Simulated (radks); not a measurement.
Q: P I, configuration [Ne] 3s2 3p3. Calculated with a radial shooting solver on a logarithmic mesh with Libxc functionals: scalar-relativistic Kohn-Sham, PBEsol, spin-polarised, spherical densities, finite nucleus; open shells are filled with parallel spins first; Fermi nuclear charge, rms radius 3.1889 fm; hard spherical wall at 6 bohr. Some entries of the table are withheld. Estimate them.

| orbital | occ. | eigenvalue (hartree) | <1/r> (bohr^-1) |
|---|---|---|---|
| 1s up | 1 | -76.40491 | 14.63 |
| 1s down | 1 | -76.39318 | 14.63 |
| 2s up | 1 | -6.33869 | 2.817 |
| 2s down | 1 | -6.32659 | 2.817 |
| 2p up | 3 | -4.53113 | 2.708 |
| 2p down | 3 | -4.51462 | 2.708 |
| 3s up | 1 | -0.52320 | 0.7202 |
| 3s down | 1 | -0.42162 | 0.7207 |
| 3p up | 3 | -0.20904 | 0.5931 |
| 3p down | 0 | -0.11203 | 0.5809 |
| 3d up | 0 | (1) | 0.3885 |
| 4s up | 0 | 0.18390 | 0.3903 |
| 4s down | 0 | 0.23772 | 0.3880 |
| 3d down | 0 | (2) | 0.3701 |
| 4p up | 0 | 0.33020 | 0.4160 |
| 4p down | 0 | 0.38566 | 0.4247 |

A: 
(1) 3d up eigenvalue (hartree): 0.16564
(2) 3d down eigenvalue (hartree): 0.24245
